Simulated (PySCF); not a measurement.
## Ar⁺ (argon, charge +1) across methods

[Ne] 3s2 3p5, 2P determinant. Computed with PySCF 2.14 in aug-cc-pV(Q+d)Z (7s6p5d3f2g, 89 functions), with the non-relativistic Hamiltonian (point nucleus).

```csv
method,E (hartree),mean ε 3s β (eV),mean ε 3p α (eV),mean ε 3p β (eV),Σ⟨r²⟩ (bohr²),⟨S²⟩
r2SCAN,-526.9344,-36.376,-23.224,-21.996,20.06,0.755
CAM-B3LYP,-526.9872,-39.868,-25.981,-24.867,20.20,0.753
UHF,-526.28212,-44.732,-29.146,-27.633,20.18,0.759
BHandHLYP,-526.9803,-40.700,-26.204,-25.002,20.14,0.754
LC-wPBE,-526.8350,-41.384,-27.550,-26.432,20.06,0.754
revPBE,-526.8782,-35.646,-22.616,-21.528,20.12,0.753
LDA,-525.3503,-35.763,-22.686,-21.602,20.19,0.751
PBE,-526.7639,-35.680,-22.638,-21.552,20.14,0.753
PBE0,-526.8077,-38.254,-24.519,-23.345,20.08,0.754
```
